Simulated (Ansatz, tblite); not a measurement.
Cost and result up the ladder for closo-2-SB4 (no H on S) (B₄H₄S) (9 atoms). The state is a singlet with charge 0. Geometry: PBE-D4/def2-SVP.

```xyz
9

S    -0.6447   -0.8049    1.0418
B    -0.2080    0.9239    0.0662
B    -1.1282   -0.2164   -0.7305
B     1.0440    0.1112    0.8667
B     0.5325   -0.5189   -0.5903
H    -0.4881    2.0738    0.2941
H    -2.1269   -0.4898   -1.3358
H     1.9027    0.2098    1.6984
H     1.1167   -1.2886   -1.3106
```

Ansatz on 4 threads of Arm Neoverse V2 on a shared host; xTB runs through tblite on one thread. Times are rough, summed over both states, and most runs start from the orbitals of an earlier one. PBE0-D4/def2-TZVP serves as the yardstick here, not as an exact answer. The other state is a triplet.

The xTB rows come from tblite.

xTB has no spin-polarisation term.

```
                         level  functions  wall time  vertical triplet (eV)  difference from PBE0-D4/def2-TZVP (eV)
                      GFN2-xTB         29    0.006 s                   2.55                                    0.34
                      GFN1-xTB         33    0.007 s                   2.58                                    0.37
PBE-D4/def2-TZVP (with forces)        185      3.3 s                   2.35                                    0.14
             PBE0-D4/def2-TZVP        185        4 s                   2.21                                    0.00
           r2SCAN-D4/def2-TZVP        185      6.5 s                   2.15                                   -0.06
```
